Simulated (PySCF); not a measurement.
An unknown is described by computed data only.

Elements present: C, H, N and P. Monoisotopic mass: 130.0780 u (electron mass counted); charge +1.

| Property | Result |
| --- | --- |
| UV, first state | lowest singlet excitation: 7.02 eV (177 nm, f = 0.100) [TDDFT CAM-B3LYP/def2-SVPD] |
| Triplet | lowest triplet excitation (Tamm–Dancoff): 4.28 eV [TDA CAM-B3LYP/def2-SVPD] |
| Valence photoelectron | vertical ionisation energy: 13.75 eV [ΔSCF CAM-B3LYP/def2-SVPD] |
| Rotational structure | rotational constants A, B, C: 2.653, 1.331, 1.233 GHz [PBE0-D3(BJ)/def2-SVP] |
| NMR, other nuclei | isotropic shieldings of nuclei other than C and H, by class: 223 (1 N), 271 (1 P) ppm [GIAO KT2/pcSseg-1] |
| 1H NMR | chemical shifts (computed TMS as zero) by class: 6.28 (2 H), 3.02 (2 H), 2.97 (2 H), 2.94 (3 H), 2.17 (3 H), 1.57 (1 H) ppm [GIAO KT2/pcSseg-1] |
| Polarisability | 91.1 au [CAM-B3LYP/def2-SVPD] |
| 13C NMR | chemical shifts (computed TMS as zero) by class: 126.7 (2 C), 33.9 (2 C), 29.8 (1 C), 7.7 (1 C) ppm [GIAO KT2/pcSseg-1] |

Gas-phase values; electronic properties from PySCF, density fitting. Levels stand in brackets. Geometry: PBE0-D3(BJ)/def2-SVP, one conformer, isolated ion. Each NMR value is the plain mean over a class of atoms that symmetry, rotation or inversion makes alike.

Problem. Which formula fits the mass and the elements?

Solution. C6H13NP (calculated 130.0780). No other formula that holds each of these elements comes within 0.0003 u with a fitting electron parity and a possible valence count.

Problem. Propose a structure and show how it fits.

Solution. Numbering: `[CH3:1][NH:2][P+:3]1([CH3:4])[CH2:5][CH:6]=[CH:7][CH2:8]1`. 6 carbons fall into 4 classes; from least to most shielded: alkene CH carbon [C6/C7] (126.7 ppm, 2 C), ring sp3 carbon bound to phosphorus [C5/C8] (33.9 ppm, 2 C, up to 2.2 ppm apart in this geometry), N-methyl carbon [C1] (29.8 ppm), chain sp3 carbon bound to phosphorus [C4] (7.7 ppm). Hydrogen classes from least to most shielded: 2 H on 2 alkene CH carbons, C6/C7 (6.28 ppm), 2 H on 2 like atoms (sp3 carbon bound to phosphorus), C5/C8 (3.02 ppm), 2 H on 2 like atoms (sp3 carbon bound to phosphorus), C5/C8 (2.97 ppm, a mean of values up to 0.5 ppm apart in this geometry), 3 H on an N-methyl carbon, C1 (2.94 ppm, a mean of values up to 0.7 ppm apart in this geometry), 3 H on an sp3 carbon bound to phosphorus, C4 (2.17 ppm, a mean of values up to 0.9 ppm apart in this geometry), 1 H on a nitrogen bonded to C, P and H, N2 (1.57 ppm). The other shieldings belong to: 223 ppm, nitrogen bonded to C, P and H [N2]; 271 ppm, phosphorus bonded to 3 C and N [P3]. The first electron is taken from the HOMO, whose largest Löwdin shares are 0.34 on each of 2 atoms of one kind (alkene CH carbon), 0.08 on an sp3 carbon bound to phosphorus and 0.07 on an sp3 carbon bound to phosphorus. The optimised geometry has point group C1 and is an asymmetric top. Structure: `CN[P+]1(C)CC=CC1`. The assignments are read from this structure; whether some other isomer fits the data as well wasn't checked.
